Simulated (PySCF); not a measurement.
Ta: ionisation energy

Ta [Xe] 4f14 5d3 6s2 (4F) → Ta⁺ [Xe] 4f14 5d3 6s1 (5F), as a difference of total energies. Calculation: PySCF 2.14, in aug-cc-pVTZ-PP with ECP60MDF (6s6p5d3f2g, 88 functions); scalar relativity through the core potential. Correlated levels: valence: 5s2 5p6 frozen. The calculations carry no spin-orbit coupling.

Task: Order these methods by the ionisation energy they give, lowest first.
A. SCS-MP2 (valence)
B. MP2 (valence)
C. UHF
D. CCSD (valence)

Result: C (5.739 eV), B (6.950 eV), D (7.144 eV), A (7.194 eV).

Errors of the correlated levels include the incompleteness of this basis and the frozen core.

For comparison: 7.573 eV (measured; NIST levels, between the centres of gravity of the two terms).
